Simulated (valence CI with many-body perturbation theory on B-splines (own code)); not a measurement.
The numbers below are computed, except where a source is named.
# Run record, Pm XXX

The program does CI of the valence electrons with many-body perturbation theory for a frozen closed Dirac-Fock core.

Command, and the settings that its task file holds:

```sh
python run_cv.py task.json out
```

```
atom Pm  Z=61  mass_number=145  rms_radius_fm=4.9620
core [Ar] 3d10 4s1
valence 4s2 4p2
avg = 1
basis = S
breit = 1
cap = 10000
capref = 1200
cscale = 1
de = 0.0
dress = 0
eps = 2e-08
extrap = 1
h = 0.27
hh = 1
l2 = 3
lcore = 6
maxit = 60
n2 = 5
natural = 1
nlev = 21
nno = [3, 3, 3, 2, 1]
nroot = 26
nsp = [3, 3, 2, 1, 0]
pt2 = 1
qed = 1
rpa = 1
s1 = 1
s2 = 1
s3 = 1
screen = 1
tol = 2e-05
whole = 1
```

(1) What became of the run, and why?

Answers

(1) It gave no result: the perturbation theory needs a core of closed shells. The program said: "the core must hold closed shells only".
